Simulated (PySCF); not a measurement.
SeBr2, SMILES [Se](Br)Br.

Coordinates come from a PBE0-D3(BJ)/def2-SVP optimisation.

Two levels are set side by side: PBE/def2-TZVPD (PySCF) and ωB97X/def2-TZVPD (PySCF). Same geometry, gas phase. Differences are taken from unrounded values.

| quantity | PBE |
|---|---|
| orbital gap (eV) | 1.80 |
| highest occupied level (eV) | -5.74 |
| lowest empty level (eV) | -3.94 |
| dipole moment (D) | 0.56 |
| mean polarisability (bohr³) | 77.9 |

Q: These are the PBE values. What does ωB97X give? (The exact figures need the calculation; the answer reports its results.)

A: 
| quantity | ωB97X | PBE minus ωB97X |
|---|---|---|
| orbital gap (eV) | 8.15 | -6.35 |
| highest occupied level (eV) | -9.20 | 3.46 |
| lowest empty level (eV) | -1.05 | -2.89 |
| dipole moment (D) | 0.68 | -0.12 |
| mean polarisability (bohr³) | 74.8 | 3.0 |

PBE's occupied levels lie high since its potential decays too fast outside the molecule; exact exchange lowers them and widens the gap. PBE's more diffuse valence density responds more strongly to a field. Differences between two approximate levels are no errors against the true value.

Rough cost on one machine, each run with all the roots and properties that it gave: ωB97X against PBE within a factor of 2.
